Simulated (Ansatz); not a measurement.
A nudged elastic band was laid between two geometries of F₅H₄NW (11 atoms, charge 0, multiplicity 1).

Level of theory: Ansatz, RKS PBE0-D4/def2-SVP.

```json
{
  "movable images": "5",
  "climbing image": "yes",
  "spring": "5.0 eV/Å²",
  "optimiser": "quadratic models (default)",
  "start path": "through a guess of the saddle point",
  "force threshold": "0.05 eV/Å",
  "iteration limit": "60",
  "end points": "relaxed"
}
```

Initial state:

```xyz
11
Properties=species:S:1:pos:R:3
W 0.071 -0.030 0.213
F -0.084 -0.090 2.083
F 1.745 -0.866 0.078
F -1.014 1.486 0.478
H -1.194 -0.189 -0.880
F -0.529 -1.785 0.345
F 0.682 0.767 -1.380
N 1.519 1.626 0.894
H 2.482 1.362 0.680
H 1.308 2.505 0.421
H 1.434 1.770 1.901
```

Final state:

```xyz
11
Properties=species:S:1:pos:R:3
W 0.300 0.220 -0.367
F 0.569 0.086 2.928
F 1.901 -0.677 -0.021
F -0.586 1.798 -0.835
H -0.892 0.377 0.807
F -0.386 -1.498 -0.153
F 0.196 -0.024 -2.206
N 1.326 1.547 0.636
H 2.244 1.342 1.027
H 1.094 2.538 0.620
H 0.656 0.845 2.398
```

Question: Which bonds break or form, and what moves?

Answer: Bonds broken: W1–F2, N8–H11. Bonds formed: F2–H11. F5H4NW becomes F4H3NW + FH.

Question: What energy profile does the band end with?

Answer: The run converged. The highest image is number 5 of 0 to 6, 158.0 kJ/mol above the first end and 5.7 kJ/mol above the last; the last end lies 152.3 kJ/mol above the first. The profile has 2 maxima (images 3, 5) with wells between them (image 4): this band takes more than one step, which may be the mechanism or a detour left from its start path. Neighbouring images differ by up to 1.6 eV, so the band resolves the path poorly. A vibrational analysis at the climbing image gives one clearly imaginary mode, 160i cm⁻¹: a first-order saddle point. The orbitals stay closed-shell, which can raise the energy where a bond breaks towards radicals; this wasn't checked here.

```tsv
image	path coordinate (Å)	energy (kJ/mol)	W1–F2 (Å)	N8–H11 (Å)	F2–H11 (Å)
0	0.00	0.0	1.88	1.02	2.41
1	3.08	0.2	1.89	1.02	2.95
2	6.16	0.0	1.88	1.02	2.62
3	9.24	55.6	1.90	1.02	3.45
4	12.32	1.3	1.87	1.02	3.32
5	15.40	158.0	2.39	1.57	0.99
6	16.72	152.3	3.31	2.01	0.93
```

Question: What is the geometry of the highest image?

Answer: 
```xyz
11
Properties=species:S:1:pos:R:3:forces:R:3
W 0.298 0.202 -0.176 0.00 0.00 0.00
F 0.504 -0.292 2.149 0.00 0.00 0.00
F 1.972 -0.575 0.106 0.00 0.00 0.00
F -0.379 1.737 -0.993 0.00 0.00 0.00
H -0.981 0.699 0.804 0.00 0.00 0.00
F -0.614 -1.379 0.105 0.00 0.00 0.00
F 0.354 -0.295 -1.968 0.00 0.00 0.00
N 1.242 1.633 0.926 0.00 0.00 0.00
H 2.261 1.598 0.935 0.00 0.00 0.00
H 0.906 2.591 0.871 0.00 0.00 0.00
H 0.859 0.635 2.074 0.00 0.00 0.00
```

Time of the run: 12 min on 4 threads of Arm Neoverse V2 (shared host), peak memory 0.45 GiB.
